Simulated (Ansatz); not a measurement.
**Ligand exchange: C2H4FI + I2 → C2H3FI2 + HI**

Species: C2H4FI (1-fluoro-2-iodoethane) `FCCI`, singlet; I2 (iodine), singlet; C2H3FI2 `FC(I)CI`, singlet; HI (hydrogen iodide), singlet. The partners trade H for I: C–H and I–I bonds give way to C–I and I–H.

Shapes, held fixed at every level: PBE0-D4/def2-TZVP. Flexible molecules stand in one conformer, not always the lowest. Programs: Ansatz 0.2.0. The zero-point and thermal change to 298 K, harmonic and unscaled (PBE0-D4/def2-TZVP), is -13.0 kJ/mol.

| level | kind | ΔH(298 K) (kJ/mol) | less CCSD(T)/def2-TZVPP |
| --- | --- | --- | --- |
| HF/def2-SVP | Hartree–Fock | +55.2 | +32.0 |
| wB97X-V/def2-TZVPP | range-separated hybrid | +37.3 | +14.1 |
| B2PLYP/def2-TZVPP | double hybrid | +36.8 | +13.6 |
| MP2/def2-SVP | perturbation theory | +22.4 | -0.8 |
| MP2/def2-TZVPP | perturbation theory | +18.7 | -4.5 |
| CCSD/def2-SVP | coupled cluster or CI | +31.1 | +7.9 |
| CCSD(T)/def2-TZVPP | coupled cluster or CI | +23.2 | 0.0 |

The highest level, CCSD(T)/def2-TZVPP, gives ΔH(298 K) = +23.2 kJ/mol; the levels span +18.7 to +55.2. The column of differences is taken from that level and isn't an error. No measured value is set beside it here. For atoms past krypton def2 sets carry core potentials with scalar relativity. Outer-core shells of I are correlated, in sets that cover them unevenly.
